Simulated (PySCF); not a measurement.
These are PBE-D3(BJ)/def2-TZVP // PBE-D3(BJ)/def2-SVP in PySCF values and carry that method's errors. All species are isolated molecules in the gas phase. One relaxed conformer stands for a flexible species; it need not be the lowest. Excitations are Tamm–Dancoff values on a coarser integration grid. The basis has no diffuse functions, so Rydberg states are missing or too high.

Reference species (SMILES): `C[CH2][Ga]([CH2]C)[CH2]C` (neutral, multiplicity 1).

```
Item                      Result
----------------------  --------
LUMO                    -1.37 eV
S1 oscillator strength     0.000
T1 excitation (TDA)      4.12 eV
```

Changed species: `[I][Ga]([I])[I]` (3 of 3 C2H5 replaced by I; the reference has 0 of 3 C2H5 replaced by I).

Give the shifts of the LUMO, S1 oscillator strength and T1 excitation (TDA).

the LUMO falls by 2.09 eV, to -3.46 eV; the S1 oscillator strength hardly moves; the T1 excitation (TDA) falls by 1.06 eV, to 3.06 eV.
